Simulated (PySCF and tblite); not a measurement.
Results of a calculation; reference values are marked as such.
System: C₂H₇GeN, numbered as in [GeH3:1][N:2]1[CH2:3][CH2:4]1.

Geometries: B3LYP-D3(BJ)/def2-SVP; energies: PBE0/pcSseg-1 + D3(BJ); zero-point and thermal terms from GFN2-xTB harmonic modes (soft modes blended into free rotors). Rate constants are transition-state-theory values, counting equivalent paths, without tunnelling. Run with tblite and PySCF.

Spin–orbit effects of heavy atoms on shieldings are missing.

(1) What barrier does the pyramidal inversion at N2 meet, and how fast is it at 298 K?

## Answers

(1) The electronic barrier is 6.3 kcal/mol and ΔG‡(298 K) 6.0 kcal/mol, over a Cs saddle with an imaginary mode of 211i cm⁻¹ (GFN2-xTB). With 2 equivalent paths, k is 4.8×10⁸ s⁻¹, a mean lifetime of the start of 2.1 ns against this motion.
